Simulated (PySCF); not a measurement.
Ligand exchange on a metal centre used in film growth or etching (Zn NH2-H). Isolated molecules, 0 K electronic values unless said otherwise. One relaxed conformer stands for each flexible species; it need not be the lowest.

Method: TPSSh-D3(BJ)/def2-TZVP // PBE-D3(BJ)/def2-SVP (PySCF). 

| species | coordination number | HOMO (eV) | charge on the central atom (meta-Löwdin) (e) |
|---|---|---|---|
| 0 of 2 NH2 replaced by H ([Zn(NH2)2]) | 2 | -6.09 | 1.12 |
| 1 of 2 NH2 replaced by H ([Zn(NH2)(H)]) | 2 | -6.13 | 0.99 |
| 2 of 2 NH2 replaced by H | 2 | -7.49 | 0.88 |
